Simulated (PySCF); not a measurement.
C8H10.
Numbering: `[CH:1]#[C:2][C@@H:3]1[CH:4]=[CH:5][C@@H:6]([CH3:7])[CH2:8]1`

Geometry (GFN2-xTB, Å), atoms numbered from 1 in this order:
```
atom  x, y, z in Å
C1     3.341   -0.445    0.349
C2     2.304   -0.413   -0.247
C3     1.027   -0.359   -0.937
C4     0.544    1.070   -0.997
C5    -0.444    1.287   -0.148
C6    -0.826    0.052    0.622
C7    -2.333   -0.168    0.692
C8    -0.086   -1.067   -0.135
H9     4.255   -0.483    0.863
H10    1.154   -0.793   -1.935
H11    1.015    1.792   -1.641
H12   -0.942    2.226    0.020
H13   -0.437    0.140    1.644
H14   -2.813    0.649    1.226
H15   -2.756   -0.219   -0.309
H16   -2.557   -1.098    1.211
H17   -0.776   -1.553   -0.827
H18    0.318   -1.825    0.535
```

NICS is the negative of the GIAO shielding at a point without a nucleus: at the ring centre (0) and 1 Å above and below it (1); zz is the component along the ring normal. Level: GIAO PBE0/pcSseg-1 (PySCF, non-relativistic, gas phase) on the GFN2-xTB geometry, one conformer.

Ring bond lengths (Å), with Mayer bond orders in brackets: C3–C4 1.509 (1.01), C4–C5 1.320 (1.88), C5–C6 1.504 (1.00), C6–C8 1.540 (0.98), C8–C3 1.545 (1.02).

Question: What do the NICS probes read (ppm)?

Answer: 
```json
{"ring": "C3–C4–C5–C6–C8", "type": "5-membered carbocycle; formal bonds 1 double, 4 single", "NICS(0)": "-2.8", "NICS(1), two faces": "-4.2 / -2.5", "NICS(1)zz, two faces": "-3.9 / -1.9", "rms pucker (Å)": "0.09", "centre to ring atoms, mean (Å)": "1.26"}
```

Question: What do they say, and how far can they be read as aromaticity?

Answer: 
- C3–C4–C5–C6–C8: mean NICS(1)zz -2.9 ppm, near zero. C3, C6, C8 have four or more neighbours, so the value isn't read as a sign of a π ring current.

Question: What is the mean of the two in-plane components of NICS at the first NICS(1) probe listed for ring C3–C4–C5–C6–C8, 1 Å off the ring?

Answer: The isotropic value is a third of the trace: (3 × -4.2 − (-3.9))/2 = -4.4 ppm.

Question: What are the shieldings of the ring atoms and their hydrogens in the same run (means over atoms taken as equivalent)?

Answer: 
| atoms | environment | σ isotropic (ppm) |
| --- | --- | --- |
| C3 | allylic carbon | 147.6 |
| C4 | alkene CH carbon | 49.1 |
| C5 | alkene CH carbon | 40.1 |
| C6 | allylic carbon | 143.0 |
| C8 | ring CH2 carbon | 142.5 |
| H10 | methine hydrogen | 28.22 |
| H11 | vinylic hydrogen | 25.88 |
| H12 | vinylic hydrogen | 25.86 |
| H13 | methine hydrogen | 28.52 |
| H17 | methylene hydrogen | 30.15 |
| H18 | methylene hydrogen | 29.38 |
